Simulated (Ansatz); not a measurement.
Reaction (ligand exchange at the Si–N bond): `C[SiH](C)[NH][GaH2]` + HBr → `C[SiH](C)Br` + `[NH2][GaH2]`

Computed with Ansatz on PBE0-D4/def2-TZVP structures; ΔE is electronic, products minus reactants. CBS: MP2 limit from def2 TZ/QZ plus the TZ coupled-cluster correction, frozen cores. DFT in def2-TZVPP. B3LYP here is the variant with VWN-RPA as its local correlation; programs differ in this. For Br, Ga outer-core shells are correlated without core-valence functions, which leaves a few kJ/mol of doubt a bond. Scalar relativity is left out up to krypton. One conformer a species, not always the lowest.

```
         level  ΔE (kcal/mol)  difference from CCSD(T)/CBS
   LDA (SPW92)          -10.8                          0.1
       BLYP-D4           -9.5                          1.4
      B3LYP-D4          -10.0                          0.9
  CAM-B3LYP-D4           -9.9                          1.0
           PBE          -12.8                         -1.9
          BLYP          -12.0                         -1.1
       r2SCANh          -12.0                         -1.1
 HF/def2-QZVPP          -12.2                         -1.3
MP2/def2-QZVPP          -11.3                         -0.4
  HF/CBS(def2)          -12.2                         -1.3
   CCSD(T)/CBS          -10.9                            0
```

Question: What do rigid-rotor, harmonic-oscillator terms from PBE0-D4/def2-TZVP frequencies (298.15 K, 1 bar) make of the CCSD(T)/CBS value? (Best estimate.)

Answer: The calculation gave: ΔZPE = +2.5 kcal/mol, ΔH = -8.9 kcal/mol, ΔS = 12 J/(mol·K), ΔG = -9.8 kcal/mol. Modes under 50 cm⁻¹ make the entropy rough.

Largest T1 diagnostic among the species: 0.014.

Leaving LDA and LC-ωPBE aside and taking each functional with its dispersion term where it has one, the values, not all of them listed here, spread over 2.3 kcal/mol, from PBE-QIDH to BLYP-D4. LDA lies +2.0 kcal/mol from PBE without D4. At CCSD(T), def2-SVP lies +2.3 kcal/mol from the extrapolated value and def2-TZVPP +1.7 kcal/mol.
